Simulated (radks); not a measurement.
Problem. The mean radii <r> (bohr) of the occupied orbitals of an atom or ion are listed with their occupations. All-electron calculation, scalar-relativistic Kohn-Sham, LB94 model potential, spin-polarised, spherical densities, finite nucleus; Fermi nuclear charge, rms radius of each element as measured or else 0.836 A^(1/3) + 0.57 fm. Program: a radial shooting solver on a logarithmic mesh with Libxc functionals.

orbital  occ.      <r>
1s          2  0.03700
2s          2   0.1620
2p          6   0.1411
3s          2   0.4561
3p          6   0.4578
3d         10   0.4414

Name the element and its charge. Open shells, if any, are filled with parallel spins first.

Solution. Z = 40, zirconium, charge +12: Zr12+ in [Ar] 3d10. The 1s radius gives Z: for a bare nucleus <r> = (2 gamma + 1)/(2Z) with gamma = sqrt(1 - (Z/c)^2), 0.03641 bohr for Z = 40, and screening makes it slightly larger (0.03700 here). The occupations add up to 28, and the charge is Z minus that.
